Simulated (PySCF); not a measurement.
**Vibration and rotation of PbH**

UHF-CCSD(T) constants of PbH, ²Π (doublet), unpaired electrons π ↑ (PySCF, scalar-relativistic core potentials, basis sets H cc-pVTZ, Pb cc-pVTZ-PP with ECP60; masses 1.0078 and 207.9766 u):

| Item | Value |
| --- | --- |
| ωe | 1616.0 cm⁻¹ |
| ωexe | 24.3 cm⁻¹ |
| Be | 4.9179 cm⁻¹ |
| αe | 0.118 cm⁻¹ |
| D (centrifugal) | 0.000182 cm⁻¹ |
| De to H + Pb | 2.48 eV |

Question: Give the vibrational terms G(v) and spacings up to v = 6.

Answer: G(v) = ωe(v+½) − ωexe(v+½)².

```csv
v,G(v) (cm⁻¹),G(v) − G(v−1),Bv (cm⁻¹)
0,802,,4.859
1,2369,1567,4.741
2,3888,1519,4.623
3,5358,1470,4.505
4,6780,1422,4.387
5,8153,1373,4.269
6,9477,1324,4.151
```

Question: How well does the Morse estimate ωe²/(4ωexe) reproduce De, and what is D0?

Answer: It gives 3.33 eV, 134 % of the computed De. D0 = De − G(0) = 2.48 − 0.10 = 2.38 eV.

Correlated steps freeze 4 core orbitals. These are scalar-relativistic numbers at best; spin–orbit coupling would shift them, the dissociation energy most. The state is the lowest determinant that a PBE0 search found; another state may lie lower at other levels.
